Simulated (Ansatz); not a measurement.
Computed with Ansatz on PBE0-D4/def2-TZVP structures; ΔE is electronic, products minus reactants. CCSD(T)/CBS adds triple-zeta CCSD(T) − MP2 to the extrapolated MP2 energy (def2 sets, frozen cores). This one scheme is used for every species. Functionals use def2-TZVPP. B3LYP here is the variant with VWN-RPA as its local correlation; programs differ in this. Elements past krypton have def2 core potentials. For Sn outer-core shells are correlated without core-valence functions, which leaves a few kJ/mol of doubt a bond. One conformer a species, not always the lowest.

Consider the formal exchange of groups at the Sn–O bond: `[CH3][SnH2][O]C=N` + BH₃ → `[BH2][SnH2][CH3]` + `N=CO`.

```
             level  ΔE (kJ/mol)  difference from CCSD(T)/CBS
            PBE-D4         21.1                        -12.2
           ωB97X-V         31.1                         -2.2
            B2PLYP         32.6                         -0.7
             B3LYP         27.0                         -6.3
     HF/def2-TZVPP         33.9                          0.6
CCSD(T)/def2-TZVPP         29.5                         -3.8
     HF/def2-QZVPP         36.0                          2.7
SCS-MP2/def2-QZVPP         39.2                          5.9
      HF/CBS(def2)         36.3                          3.0
     MP2/CBS(def2)         37.7                          4.4
       CCSD(T)/CBS         33.3                            0
```

Largest T1 diagnostic among the species: 0.014.

The D4 term adds +7.3 kJ/mol with B3LYP and +4.2 kJ/mol with PBE0; it sums over pairs of atoms, weighted by their polarisabilities, and B3LYP, whose exchange is more repulsive, gets the larger term.
